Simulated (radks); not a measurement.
Mn3+, 22 electrons, occupied as [Ar] 3d3 4d1 (not the ground configuration).

Calculated with a radial shooting solver on a logarithmic mesh with Libxc functionals: scalar-relativistic Kohn-Sham, SOGGA, spin-polarised, spherical densities, finite nucleus; open shells are filled with parallel spins first; Fermi nuclear charge, rms radius 3.7057 fm.

Energy parts (Ry):
part                       energy
total                 -2307.86420
kinetic                2333.56513
electron-nucleus      -5436.99291
Hartree                 894.13142
exchange-correlation    -98.56783

Orbitals (lengths in bohr, moments of r in powers of bohr; r(max) is where P^2 peaks; r(90%) holds 90 % of the orbital's charge):
orbital  occ.  eigenvalue (Ry)  r(90%)   r(max)       <r^4>
1s down     1        -475.6338   0.109  0.03990  0.00006419
1s up       1        -475.6331   0.109  0.03990  0.00006419
2s up       1        -58.34373   0.434   0.2328     0.01497
2s down     1        -58.21159   0.433   0.2326     0.01485
2p up       3        -49.99108   0.406   0.1885     0.01158
2p down     3        -49.89033   0.405   0.1884     0.01146
3s up       1         -9.87513    1.24   0.7306       1.012
3s down     1         -9.58205    1.25   0.7315       1.027
3p up       3         -7.54238    1.33   0.7423       1.325
3p down     3         -7.25355    1.34   0.7439       1.358
3d up       3         -3.88535    1.59   0.7175       2.805
3d down     0         -3.60066    1.63   0.7239       3.027
4d up       1         -1.32206    4.78    3.008       219.3

The highest occupied level is 4d up at -17.988 eV. The configuration is held as typed, so some empty levels lie below it. Summed over all electrons, <r^2> = 23.21 bohr^2, which gives a Langevin (diamagnetic) susceptibility term of -18.4 x 10^-6 cm^3/mol. Spin moment in Bohr magnetons: 4. The spin density at the nucleus is -1.018 e/bohr^3 (1s -0.031, 2s -1.878, 3s 0.892). The density falls to 0.001 e/bohr^3 at r = 4.18 bohr.
